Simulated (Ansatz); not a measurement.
System: CH₆FSi₂, net charge 0, doublet state. It need not be the lowest isomer of its formula. SMILES: C([SiH2]F)[SiH2]
Coordinates optimised at B3LYP-D3(BJ)/def2-TZVP (Ansatz, an electronic-structure program):
```xyz
10

F     -1.2960     0.9095    -1.1472
Si    -1.2900     0.0212     0.1951
C      0.2800    -0.9712     0.2645
Si     1.8859     0.0164     0.1632
H     -1.3773     0.9480     1.3440
H     -2.4861    -0.8475     0.1466
H      0.2698    -1.7220    -0.5307
H      0.2801    -1.5194     1.2161
H      3.0692    -0.8584     0.3794
H      1.8861     1.1147     1.1650
```
Charge 0, spin multiplicity 2.

Parts of the frozen-core correlation energy in 6-31G (Ansatz, hartree). Frozen orbitals: 12; correlated occupied orbitals by spin: 13 and 12; virtual: 31 and 32. UHF or UKS for open shells. Spin-orbit coupling is left out. No relativistic terms.

```tsv
term	value
reference (HF)	-718.52080
MP2 opposite-spin	-0.24234
MP2 same-spin	-0.06662
CCSD correlation	-0.34610
(T)	-0.00615
T1 diagnostic	0.010
largest doubles amplitude	0.025
<S^2> of the reference	0.754
```
